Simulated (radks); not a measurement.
Values are calculated unless marked as measured or tabulated.
The thulium ion Tm4+, 65 electrons, occupied as [Xe] 4f11.

Code: a radial shooting solver on a logarithmic mesh with Libxc functionals. Model: Dirac Kohn-Sham, AM05, spin-unpolarised, spherical densities, point nucleus; open shells fill j = l - 1/2 first.

Energy parts (eV):
part                      energy
total                 -369278.78
kinetic                408934.68
electron-nucleus      -912150.70
Hartree                141468.14
exchange-correlation    -7530.90

Orbitals (lengths in bohr, moments of r in powers of bohr; <r^-3> diverges for s and p1/2; r(max) is where P^2 peaks; r(90%) holds 90 % of the orbital's charge):
\begin{tabular}{lrrrrrr}
orbital & occ. & eigenvalue (eV) & <r^2> & r(90%) & r(max) & <r^-3> \\ \hline
1s1/2 & 2 & -59224.41 & 0.0005490 & 0.0363 & 0.01262 & - \\
2s1/2 & 2 & -10033.69 & 0.008465 & 0.131 & 0.07211 & - \\
2p1/2 & 2 & -9567.287 & 0.006094 & 0.116 & 0.05404 & - \\
2p3/2 & 4 & -8588.456 & 0.007310 & 0.126 & 0.06037 & 12800 \\
3s1/2 & 2 & -2298.870 & 0.05580 & 0.324 & 0.2036 & - \\
3p1/2 & 2 & -2093.620 & 0.05155 & 0.316 & 0.1913 & - \\
3p3/2 & 4 & -1887.021 & 0.05836 & 0.336 & 0.2045 & 2808 \\
3d3/2 & 4 & -1536.477 & 0.04582 & 0.308 & 0.1611 & 479.8 \\
3d5/2 & 6 & -1491.303 & 0.04770 & 0.313 & 0.1648 & 417.6 \\
4s1/2 & 2 & -497.3077 & 0.2792 & 0.715 & 0.4646 & - \\
4p1/2 & 2 & -414.7604 & 0.2906 & 0.735 & 0.4661 & - \\
4p3/2 & 4 & -367.6695 & 0.3279 & 0.781 & 0.4942 & 640.4 \\
4d3/2 & 4 & -231.6728 & 0.3662 & 0.844 & 0.4952 & 94.37 \\
4d5/2 & 6 & -223.0481 & 0.3807 & 0.860 & 0.5042 & 80.66 \\
5s1/2 & 2 & -101.3257 & 1.568 & 1.70 & 1.071 & - \\
5p1/2 & 2 & -77.4617 & 1.906 & 1.89 & 1.154 & - \\
5p3/2 & 4 & -70.5627 & 2.168 & 2.01 & 1.232 & 93.09 \\
4f5/2 & 6 & -57.4007 & 0.6343 & 1.19 & 0.4855 & 13.13 \\
4f7/2 & 5 & -56.0500 & 0.6535 & 1.21 & 0.4905 & 12.58 \\
\end{tabular}

The highest occupied level is 4f7/2 at -56.050 eV. Summed over all electrons, <r^2> = 29.87 bohr^2, which gives a Langevin (diamagnetic) susceptibility term of -23.7 x 10^-6 cm^3/mol.
